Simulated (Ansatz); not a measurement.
`BOCCC` and `BOCC` differ in one atom or group.

Ansatz, PBE0-D4/def2-TZVP geometries, multiplicity 1. Each molecule was computed in one conformer, which needn't be the lowest.

```json
{"property": "HOMO–LUMO gap (B3LYP/def2-TZVPP) / eV", "`BOCCC`": "7.74"}
{"property": "HOMO energy (PBE0/def2-TZVPP) / eV", "`BOCCC`": "-8.51"}
{"property": "size of the dipole moment (B3LYP/def2-TZVPP) / D", "`BOCCC`": "1.83"}
{"property": "HOMO–LUMO gap (ωB97M-V/def2-TZVPP) / eV", "`BOCCC`": "12.39"}
{"property": "HOMO energy (PBE/def2-TZVPP) / eV", "`BOCCC`": "-7.03"}
{"property": "HOMO energy (B3LYP/def2-TZVPP) / eV", "`BOCCC`": "-8.31"}
```

Q: What does the change do to each property? (Estimate.)

A: Ansatz gave: 
| property | `BOCC` | shift |
| --- | --- | --- |
| HOMO–LUMO gap (B3LYP/def2-TZVPP) / eV | 7.75 | 0.01 |
| HOMO energy (PBE0/def2-TZVPP) / eV | -8.52 | -0.01 |
| size of the dipole moment (B3LYP/def2-TZVPP) / D | 1.78 | -0.05 |
| HOMO–LUMO gap (ωB97M-V/def2-TZVPP) / eV | 12.40 | 0.01 |
| HOMO energy (PBE/def2-TZVPP) / eV | -7.04 | -0.01 |
| HOMO energy (B3LYP/def2-TZVPP) / eV | -8.33 | -0.02 |

Dipoles are sizes alone; their direction can turn.

B3LYP here is the variant with VWN-RPA as its local correlation; programs differ in this.
